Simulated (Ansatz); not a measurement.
WS₄⁺. The state is a doublet with charge 1. Geometry PBE-D4/def2-SVP, that of the neutral singlet.

```csv
atom,x (Å),y (Å),z (Å)
W1,-0.2491,-0.2811,-0.2798
S2,-1.8256,-1.1038,0.9316
S3,0.9963,-1.8202,-1.1483
S4,1.3164,1.0841,0.7386
S5,-0.2380,2.1211,-0.2421
```

In the def2 sets W takes a core potential; there is no spin–orbit coupling. The structure comes from a short search, and lower isomers may exist.

Q: Estimate the α-spin orbital energies around the gap (eV) in Ansatz with PBE-D4/def2-TZVP, r2SCAN-D4/def2-TZVP, PBE0-D4/def2-TZVP.

A: 
```csv
orbital,PBE-D4/def2-TZVP,r2SCAN-D4/def2-TZVP,PBE0-D4/def2-TZVP
HOMO−5,-13.41,-13.74,-14.65
HOMO−4,-12.90,-13.21,-14.10
HOMO−3,-12.65,-12.87,-13.62
HOMO−2,-12.32,-12.59,-13.44
HOMO−1,-11.77,-12.25,-13.23
HOMO,-11.52,-11.64,-12.34
LUMO,-10.36,-10.31,-9.59
LUMO+1,-9.03,-9.01,-8.27
LUMO+2,-8.87,-8.91,-8.20
LUMO+3,-8.03,-7.98,-7.31
LUMO+4,-7.90,-7.79,-7.10
LUMO+5,-6.91,-6.79,-6.13
β HOMO,-11.30,-11.46,-12.22
β LUMO,-11.14,-11.17,-10.47
```
